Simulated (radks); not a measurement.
Values are calculated unless marked as measured or tabulated.
The gadolinium ion Gd+ inside a hard spherical wall (all orbitals vanish at R), configuration held at [Xe] 4f7 5d1 6s1 and not refilled when levels cross. Code: a radial shooting solver on a logarithmic mesh with Libxc functionals. Model: scalar-relativistic Kohn-Sham, LDA (Slater exchange, Perdew-Wang correlation), spin-polarised, spherical densities, finite nucleus; open shells are filled with parallel spins first (spin-orbit coupling, left out, can overturn this in heavy ions); Fermi nuclear charge, rms radius 5.1569 fm. Eigenvalues in eV for spin up, with the zero of energy where the potential of the charges vanishes at infinity; a dash marks a level that is unbound or too diffuse for the functional's potential to be trusted. A positive occupied level is held by the wall or, in an anion where self-interaction has pushed it up, behind a barrier. The pressure on the wall is -dE/dV.

| R (bohr) | E (hartree) | kinetic (hartree) | e(5p) | e(4f) | e(6s) | e(5d) | e(6p, empty) | e(7s, empty) | pressure (GPa) |
|---|---|---|---|---|---|---|---|---|---|
| free | -11262.8228 | 12089.126 | -34.660 | -16.986 | -10.001 | -9.211 | -6.204 | -2.897 | 0 |
| 15 | -11262.8228 | 12089.126 | -34.660 | -16.986 | -10.001 | -9.211 | -6.203 | -2.832 | < 0.0001 |
| 12 | -11262.8228 | 12089.126 | -34.659 | -16.985 | -10.000 | -9.210 | -6.198 | -2.530 | 0.000230 |
| 10 | -11262.8227 | 12089.129 | -34.648 | -16.973 | -9.989 | -9.200 | -6.152 | -1.750 | 0.00590 |
| 8 | -11262.8200 | 12089.154 | -34.535 | -16.855 | -9.866 | -9.100 | -5.813 | 0.800 | 0.136 |
| 7 | -11262.8126 | 12089.209 | -34.322 | -16.629 | -9.583 | -8.898 | -5.197 | 3.910 | 0.620 |
| 6 | -11262.7872 | 12089.359 | -33.838 | -16.106 | -8.763 | -8.397 | -3.675 | 9.997 | 2.85 |
| 4 | -11262.3751 | 12091.217 | -30.485 | -12.207 | 1.041 | -3.772 | 10.912 | 52.062 | 91.1 |
| 3.5 | -11261.8914 | 12093.328 | -27.861 | -9.099 | 10.325 | 0.227 | 23.172 | 81.829 | 275 |
| 2.5 | -11257.3664 | 12111.648 | -9.837 | 9.672 | 71.979 | 26.253 | 96.086 | 236.18 | 4120 |
| 2 | -11246.6447 | 12149.977 | 24.325 | 37.609 | 176.51 | 71.686 | 211.17 | 456.89 | 22200 |
